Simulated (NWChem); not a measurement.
A series in which one site is exchanged, each optimised at PBE0/def2-SVP with NWChem, gas phase unless a solvent is named. Low-valent species are run as closed-shell singlets; no triplet was tried in these runs. Some are not confirmed as minima by frequencies. def2 effective core potentials on Sn, Pb; no spin-orbit coupling.

A: [SiH3][SnH] (SnSiH4; site = Sn)
B: [SiH3][GeH] (GeSiH₄; site = Ge)
C: [PbH][SiH3] (PbSiH4; site = Pb)
D: [SiH][SiH3] (Si$_{2}$H$_{4}$; site = Si)

| quantity | A | B | C | D |
|---|---|---|---|---|
| dipole (D), PBE0/def2-SVP | 1.08 | ? | 1.89 | 0.26 |
| vertical ionisation energy, ΔSCF, PBE/def2-SVP (eV) | 8.33 | 8.71 | 8.31 | 8.71 |
| vertical ionisation energy, ΔSCF, CAM-B3LYP/def2-SVP (eV) | 8.45 | 8.83 | 8.42 | 8.83 |
| static polarisability, CAM-B3LYP/def2-SVPD (bohr³) | 82.5 | ? | 86.0 | 66.4 |
| lowest singlet excitation, CAM-B3LYP/def2-SVPD, TDA (eV) | 1.98 | ? | 2.07 | 1.96 |

Problem. Some entries are withheld; supply them.

Solution. 
- dipole (D), PBE0/def2-SVP, B: 0.42
- static polarisability, CAM-B3LYP/def2-SVPD (bohr³), B: 69.4
- lowest singlet excitation, CAM-B3LYP/def2-SVPD, TDA (eV), B: 2.00
